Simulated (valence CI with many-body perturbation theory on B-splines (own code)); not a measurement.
The numbers below are computed, except where a source is named.
**Ga in three bases**

Level of theory: valence CI with perturbative core correlation (CI+MBPT): three valence electrons over a frozen Dirac-Fock core [Ar] 3d10, a basis of 9 s, 9 p, 8 d, 6 f, 3 g, 1 h functions for each j, with the one-electron correlation potential Σ1 (screened to all orders), the two-electron term Σ2, the three-electron term Σ3, Breit, model QED; selected single and double excitations, second order for the rest, scaled by the run's own slope (own B-spline code, finite nucleus).

Set against measurement, 7 paired levels are off by 179 cm⁻¹ on average, the worst by 256. These come from a selection out of the NIST Handbook of Basic Atomic Spectroscopic Data. Levels without a partner in it may be off by more.

The reference run has the lowest level 4s2.4p 2P°_1/2 and an ionisation energy of 5.97055 eV. Its largest variational space holds 9819 state functions.

Changed runs:
A. basis 6 s, 6 p, 5 d, 3 f, 1 g
B. basis 5 s, 5 p, 4 d, 2 f

Excitation energies of the reference run in cm⁻¹, and shifts in cm⁻¹:

```csv
Level,Reference,A,B
4s2.4p 2P°_3/2,812,-2.9,-5.7
4s2.5s 2S_1/2,24680,-74,-155
4s2.5p 2P°_1/2,32861,-71,-139
4s2.5p 2P°_3/2,32971,-72,-141
4s2.4d 2D_3/2,34528,-32,+58
4s2.4d 2D_5/2,34534,-33,+56
4s2.6s 2S_1/2,37329,-291,-111
4s.4p2 4P_1/2,37448,,
4s.4p2 4P_3/2,37810,-96,-200
4s.4p2 4P_5/2,38375,-96,-199
4s2.6p 2P°_1/2,40109,-239,-105
4s2.6p 2P°_3/2,40149,-238,-105
Ionisation energy (eV),5.97055,-0.01088,-0.02514
```

A blank means that the level has no clear partner in that run.
